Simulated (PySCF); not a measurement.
Species: C₇H₅F.
Structure used (GFN2-xTB), in Å, numbered top down from 1:
```
atom  x, y, z in Å
F1    -0.373    2.755    0.187
C2    -0.319    1.408    0.101
C3    -1.511    0.658    0.113
C4    -1.496   -0.720    0.028
C5    -0.303   -1.466   -0.076
C6     0.809   -0.692   -0.085
C7     0.818    0.687    0.000
C8     2.130   -0.012   -0.107
H9    -2.446    1.190    0.194
H10   -2.437   -1.248    0.042
H11   -0.317   -2.542   -0.141
H12    2.676    0.046   -1.042
H13    2.764   -0.064    0.770
```

Structure optimised with GFN2-xTB, isolated species.

Take the most abundant isotopes and a rigid rotor. 

What are A, B and C (MHz)?

Ia = 153.53, Ib = 212.07, Ic = 362.27 u·Å²; 505379 MHz·u·Å²/I gives A = 3292, B = 2383, C = 1395 MHz.

What kind of rotor is it?

An asymmetric top. Ray's parameter κ = (2B − A − C)/(A − C) = 0.042; −1 is the prolate and +1 the oblate limit.

What does the inertial defect say?

Not planar: Δ = Ic − Ia − Ib = -3.33 u·Å². For a rigid frame Δ = −2 Σ m c², so Σ m c² = 1.67 u·Å² lies off the ab plane, practically all of it from hydrogen. The atom farthest from that plane is 0.91 Å away.

Give the other two planar moments, Paa and Pbb, and the rms extents of the mass along the axes.

Paa = Σ m a² = (Ib + Ic − Ia)/2 = 210.40 and Pbb = Σ m b² = (Ia + Ic − Ib)/2 = 151.87 u·Å². With the mass M = 108.04 u, the rms extents √(P/M) along a, b and c are 1.40, 1.19, 0.12 Å.

Whether it is a minimum is left open (no frequencies). Zero-point vibration and centrifugal distortion are left out.

All values are computed, not measured.
